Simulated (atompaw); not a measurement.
## Reading a pseudo-wave (Cr (Z = 24))

Columns: radius, all-electron u(r) and pseudo u(r) of the 4p shell (level -2.13 eV) of chromium in the configuration [Ne] 3s2 3p6 3d5 4s0.75 4p0; PBE, scalar-relativistic, PAW (atompaw) scheme, atompaw 4.2.0.5.

| r (bohr) | all-electron | pseudo |
| --- | --- | --- |
| 0.087 | 0.0727 | -0.0137 |
| 0.173 | 0.0964 | -0.0519 |
| 0.260 | 0.0505 | -0.1088 |
| 0.346 | -0.0199 | -0.1735 |
| 0.433 | -0.0863 | -0.2365 |
| 0.519 | -0.1344 | -0.2865 |
| 0.606 | -0.1623 | -0.3167 |
| 0.692 | -0.1710 | -0.3227 |
| 0.779 | -0.1641 | -0.3046 |
| 0.865 | -0.1456 | -0.2663 |
| 0.952 | -0.1187 | -0.2132 |
| 1.038 | -0.0868 | -0.1535 |
| 1.125 | -0.0513 | -0.0925 |
| 1.212 | -0.0143 | -0.0357 |
| 1.298 | 0.0227 | 0.0139 |
| 1.385 | 0.0597 | 0.0573 |
| 1.471 | 0.0952 | 0.0949 |
| 1.558 | 0.1298 | 0.1298 |
| 1.644 | 0.1624 | 0.1624 |
| 1.731 | 0.1936 | 0.1936 |
| 1.817 | 0.2226 | 0.2226 |
| 1.904 | 0.2500 | 0.2500 |
| 1.990 | 0.2754 | 0.2754 |
| 2.077 | 0.2991 | 0.2991 |
| 2.163 | 0.3209 | 0.3209 |
| 2.250 | 0.3411 | 0.3411 |

How many radial nodes do the two functions have?

The all-electron 4p function has n − l − 1 = 2; the pseudo-wave has 1, since 1 lower shell of the same l stays in the valence.

At about which radius was the pseudo-wave matched?

1.60 bohr. The columns agree to 0.0005 from 1.47 bohr on; several derivatives are matched, so the curves merge somewhat inside the radius.

Is the pseudo-wave norm-conserving?

No, it belongs to a PAW set: the norm inside the radius is not constrained, and the difference is carried by the augmentation charge.
